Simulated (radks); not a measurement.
Results of a calculation; reference values are marked as such.
Neutral zinc, [Ar] 3d10 4s2. Code: a radial shooting solver on a logarithmic mesh with Libxc functionals. Model: non-relativistic Kohn-Sham, PBE, spin-polarised, spherical densities, point nucleus. Every spin shell is full or empty, so the densities are truly spherical. Functionals are evaluated on that one density, not self-consistently. Rank these exchange functionals by their error against the exact value of the orbitals, and give that value: LDA, B88, PBE, PBEsol, revPBE, PW91, WC, SOGGA, B86b, TPSS, SCAN, r2SCAN, Tao-Mo, TASK.

Answer. Exact: -69.4351 hartree. From best to worst, with 100 (|E| - |E exact|)/|E exact| (equal figures are ties): PBE -0.03, revPBE +0.18, Tao-Mo -0.23, r2SCAN +0.26, TPSS +0.35, PW91 +0.41, B88 +0.45, B86b +0.48, SCAN +0.51, WC -0.68, PBEsol -2.32, SOGGA -2.34, TASK -2.42, LDA -5.62.
